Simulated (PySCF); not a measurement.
# Mayer bond orders and bond lengths

Compound: C7H7FO.
SMILES with atom numbers: `[CH3:1][O:2][c:3]1[cH:4][cH:5][c:6]([F:7])[cH:8][cH:9]1` (hydrogens: H10, H11, H12 on C1; H13 on C4; H14 on C5; H15 on C8; H16 on C9)

Geometry (PBE0-D3(BJ)/def2-TZVP, Å), atoms numbered from 1 in this order:
```
atom  x, y, z in Å
C1     2.665    0.327   -0.030
O2     1.710   -0.589   -0.503
C3     0.407   -0.333   -0.235
C4    -0.512   -1.244   -0.753
C5    -1.866   -1.075   -0.535
C6    -2.296    0.013    0.205
F7    -3.611    0.180    0.417
C8    -1.406    0.924    0.726
C9    -0.044    0.752    0.506
H10    2.668    0.376    1.065
H11    2.494    1.331   -0.434
H12    3.632   -0.037   -0.373
H13   -0.143   -2.084   -1.328
H14   -2.590   -1.775   -0.931
H15   -1.775    1.764    1.301
H16    0.649    1.472    0.920
```

Bond orders from the PBE0/pcSseg-2 density (PySCF). One conformer (not necessarily the lowest) at the PBE0-D3(BJ)/def2-TZVP geometry, without solvent, vibrations or thermal averaging.

Question: How far do the computed orders between heavy atoms stray from the drawn ones?

Answer: The largest departure is 0.195, at C8–C9 (drawn aromatic, 1.305), counting aromatic bonds as 1.5. Drawn single, order below 0.88: C6–F7 (0.814). The bonds drawn aromatic range from 1.30 to 1.53.

Question: Give the Mayer order of every bond, beside its length.

Answer: 
```json
{"bond": "C1–O2", "drawn as": "single", "length (Å)": "1.405", "Mayer order": "0.910"}
{"bond": "O2–C3", "drawn as": "single", "length (Å)": "1.354", "Mayer order": "1.049"}
{"bond": "C3–C4", "drawn as": "aromatic", "length (Å)": "1.394", "Mayer order": "1.376"}
{"bond": "C4–C5", "drawn as": "aromatic", "length (Å)": "1.381", "Mayer order": "1.363"}
{"bond": "C5–C6", "drawn as": "aromatic", "length (Å)": "1.384", "Mayer order": "1.455"}
{"bond": "C6–F7", "drawn as": "single", "length (Å)": "1.342", "Mayer order": "0.814"}
{"bond": "C6–C8", "drawn as": "aromatic", "length (Å)": "1.376", "Mayer order": "1.528"}
{"bond": "C8–C9", "drawn as": "aromatic", "length (Å)": "1.391", "Mayer order": "1.305"}
{"bond": "C9–C3", "drawn as": "aromatic", "length (Å)": "1.390", "Mayer order": "1.385"}
{"bond": "C1–H10", "drawn as": "single", "length (Å)": "1.096", "Mayer order": "0.995"}
{"bond": "C1–H11", "drawn as": "single", "length (Å)": "1.096", "Mayer order": "0.995"}
{"bond": "C1–H12", "drawn as": "single", "length (Å)": "1.088", "Mayer order": "0.996"}
{"bond": "C4–H13", "drawn as": "single", "length (Å)": "1.083", "Mayer order": "1.038"}
{"bond": "C5–H14", "drawn as": "single", "length (Å)": "1.083", "Mayer order": "1.022"}
{"bond": "C8–H15", "drawn as": "single", "length (Å)": "1.083", "Mayer order": "1.021"}
{"bond": "C9–H16", "drawn as": "single", "length (Å)": "1.081", "Mayer order": "1.024"}
```

By pair of heavy elements: C–O: lowest C1–O2 (0.910, 1.405 Å), highest O2–C3 (1.049, 1.354 Å). C–C: lowest C8–C9 (1.305, 1.391 Å), highest C6–C8 (1.528, 1.376 Å); in 2 of the 15 pairs the longer bond (by over 0.003 Å) has the higher order (by 0.02 or more).

Question: Sum the orders of all bonds at each heavy atom with more than one neighbour and set the sums beside the valence in the SMILES.

Answer: C1 3.896 (drawn 4), O2 1.959 (drawn 2), C3 3.810 (drawn 4), C4 3.777 (drawn 4), C5 3.840 (drawn 4), C6 3.797 (drawn 4), C8 3.854 (drawn 4), C9 3.714 (drawn 4). Orders between atoms that aren't bonded are not in these sums.

Mayer orders depend on the basis set.
